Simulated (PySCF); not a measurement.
**Orbital picture of TcO**

PBEsol at R = 1.713 Å; Tc def2-TZVPP with ECP28, O def2-TZVPP; scalar-relativistic core potentials (PySCF 2.14). State: ⁶Σ⁺ (sextet), unpaired electrons σ ↑, π ↑↑, δ ↑↑. Only the outer orbitals are listed, counted within each symmetry, core potentials removing the inner ones.

```
spin  orbital  occ.  ε (eV)  on Tc (%)           main shells (%)
   α       5σ     1   -9.42         38           55 O p, 37 Tc d
   α       2π     1   -9.15         48           52 O p, 47 Tc d
   α       2π     1   -9.15         48           52 O p, 47 Tc d
   α       1δ     1   -7.07        100                  100 Tc d
   α       1δ     1   -7.07        100                  100 Tc d
   α       6σ     1   -5.77         90  69 Tc s, 18 Tc d, 10 O p
   α       3π     1   -4.79         61  50 Tc d, 39 O p, 11 Tc p
   α       3π     1   -4.79         61  50 Tc d, 39 O p, 11 Tc p
   α       7σ     0   -2.76         76  31 Tc p, 28 Tc d, 24 O p
   α       4π     0   -0.99         95                   91 Tc p
   α       4π     0   -0.99         95                   91 Tc p
   β       5σ     1   -8.62         28           66 O p, 26 Tc d
   β       2π     1   -7.82         33           67 O p, 30 Tc d
   β       2π     1   -7.82         33           67 O p, 30 Tc d
   β       1δ     0   -3.88        100                  100 Tc d
   β       1δ     0   -3.88        100                  100 Tc d
   β       6σ     0   -3.34         95          73 Tc s, 21 Tc d
```

**Question.** Which are the highest filled and the lowest empty level, where do they sit, and how wide is the gap?

**Answer.** Highest filled α 3π at -4.79 eV (in %: 50 Tc d, 39 O p, 11 Tc p); lowest empty β 1δ at -3.88 eV (in %: 100 Tc d); the gap at PBEsol is 0.91 eV.

The bond order (Mayer) is 2.18 and the ⟨S²⟩ is 8.759. The charge on Tc (Mulliken, basis-dependent) is 0.48. The charge on Tc (Löwdin, basis-dependent) is 0.21 and the dipole moment (positive dipole means Tc(−)O(+)) is -3.23 D.

Spin–orbit coupling is left out. With d or f electrons several states lie close, and the lowest PBE0 determinant need not be the measured ground state.
